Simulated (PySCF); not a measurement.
## Arsenic: a sound run and one with changed settings

Sound run: As⁺ [Ar] 3d10 4s2 4p2, As²⁺ [Ar] 3d10 4s2 4p1. Calculation: PySCF 2.14, in Sapporo-DKH3-DZP-2012 (6s5p3d1f, 43 functions); scalar relativity by spin-free X2C-1e. In the sound run the correlated levels freeze [Ar] 3d10. The sound run starts from symmetry-adapted Hartree-Fock orbitals and uses a fine grid where one is needed.

Changed run: basis STO-3G, all-electron and non-relativistic. This setting is unsound on purpose.

```json
{"species": "As⁺", "method": "UHF", "sound run (hartree)": "-2258.61865", "changed run (hartree)": "-2209.00633", "converged": "yes"}
{"species": "As⁺", "method": "LDA", "sound run (hartree)": "-2256.85313", "changed run (hartree)": "-2206.69083", "converged": "yes"}
{"species": "As⁺", "method": "BP86", "sound run (hartree)": "-2260.61380", "changed run (hartree)": "-2210.37557", "converged": "yes"}
{"species": "As⁺", "method": "MP2", "sound run (hartree)": "-2258.66146", "changed run (hartree)": "-2209.01391", "converged": "yes"}
{"species": "As⁺", "method": "CCSD(T)", "sound run (hartree)": "-2258.67841", "changed run (hartree)": "-2209.01980", "converged": "yes"}
{"species": "As²⁺", "method": "UHF", "sound run (hartree)": "-2257.95670", "changed run (hartree)": "-2208.37732", "converged": "yes"}
{"species": "As²⁺", "method": "LDA", "sound run (hartree)": "-2256.16619", "changed run (hartree)": "-2206.03713", "converged": "yes"}
{"species": "As²⁺", "method": "BP86", "sound run (hartree)": "-2259.92854", "changed run (hartree)": "-2209.72205", "converged": "yes"}
{"species": "As²⁺", "method": "MP2", "sound run (hartree)": "-2257.98911", "changed run (hartree)": "-2208.39291", "converged": "yes"}
{"species": "As²⁺", "method": "CCSD(T)", "sound run (hartree)": "-2258.00423", "changed run (hartree)": "-2208.40405", "converged": "yes"}
```

Ionisation energy of As⁺:

| method | sound run (eV) | changed run (eV) |
| --- | --- | --- |
| UHF | 18.013 | 17.116 |
| LDA | 18.693 | 17.788 |
| BP86 | 18.647 | 17.783 |
| MP2 | 18.296 | 16.898 |
| SCS-MP2 | 18.233 | 16.855 |
| CCSD | 18.337 | 16.755 |
| CCSD(T) | 18.345 | 16.755 |

A minimal basis cannot let orbitals breathe on ionisation and holds almost no correlation. The Hamiltonian changed with the basis, so the totals do not compare.

For comparison, NIST gives 18.589 eV between the lowest levels.
